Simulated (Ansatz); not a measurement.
Consider the ligand exchange at a B–N bond: `C=NB(F)Cl` + HBr → `FB(Cl)Br` + `C=N`.

Gas-phase electronic energies from Ansatz, PBE0-D4/def2-TZVP geometries. CCSD(T)/CBS is the MP2 limit (def2-TZVPP, def2-QZVPP) plus CCSD(T) − MP2 in def2-TZVPP, frozen cores. This one scheme is used for every species. Functionals use def2-TZVPP. For Br outer-core shells are correlated without core-valence functions, which leaves a few kJ/mol of doubt a bond. Scalar relativity is left out up to krypton. One conformer a species, not always the lowest.

CCSD(T)/CBS gives +2.9 kJ/mol.

(1) Another level gave +14.4 kJ/mol. Which?
A. BHLYP-D4/def2-TZVPP
B. CCSD(T)/def2-TZVPP
C. LDA (SPW92)/def2-TZVPP
D. revPBE-D4/def2-TZVPP

Largest T1 diagnostic among the species: 0.013.

Answers

(1) A. BHLYP-D4 14.4, revPBE-D4 8.4, CCSD(T)/def2-TZVPP 3.2, LDA (SPW92) 21.7 kJ/mol.

At CCSD(T), def2-SVP lies +9.6 kJ/mol from the extrapolated value and def2-TZVPP +0.3 kJ/mol. Leaving LDA and LC-ωPBE aside and taking each functional with its dispersion term where it has one, the values, not all of them listed here, spread over 12.6 kJ/mol, from PBE-QIDH to CAM-B3LYP-D4. LDA lies +11.8 kJ/mol from PBE without D4.
